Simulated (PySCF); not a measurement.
Spinor energies of Ga⁺ (gallium, charge +1)

Start: [Ar] 3d10 4s2. Calculated with PySCF 2.14 in x2c-SVPall-2c with one added diffuse shell each of s, p, d type (6s7p4d, 47 functions): generalised Hartree-Fock with the X2C-1e Hamiltonian and a Gaussian nucleus; one run each with spin-orbit coupling (SO) switched off, then screened by Boettger's factors. This is a chosen level, not necessarily the ground level.

```
spinor shell  electrons  ε, spin-free (eV)  ε, screened SO (eV)  weight of nominal j (screened SO)  rms radius, screened SO (bohr)
       1s1/2          2           -10445.8             -10445.7                              1.000                          0.0561
       2s1/2          2            -1348.7              -1348.7                              1.000                           0.236
       2p1/2          2            -1171.0              -1190.0                              1.000                           0.209
       2p3/2          4            -1171.0              -1161.7                              1.000                           0.212
       3s1/2          2            -187.30              -187.29                              1.000                           0.699
       3p1/2          2            -131.37              -134.04                              1.000                           0.731
       3p3/2          4            -131.37              -130.07                              1.000                           0.741
       3d3/2          4            -39.997              -40.310                              1.000                           0.893
       3d5/2          6            -39.997              -39.790                              1.000                           0.900
       4s1/2          2            -19.017              -19.017                              1.000                            2.48
```

| quantity | spin-free | screened SO |
| --- | --- | --- |
| E (hartree) | -1941.63304 | -1941.68311 |
| M_J | 0 | 0 |
| ⟨J²⟩ | 0.000 | 0.000 |
| ⟨L²⟩ | 0.000 | 0.002 |
| ⟨S²⟩ | 0.000 | 0.002 |

Without spin-orbit coupling the j labels of p, d and f shells carry no meaning; the spin-free column gives the mean over the occupied spinors of each nl shell.
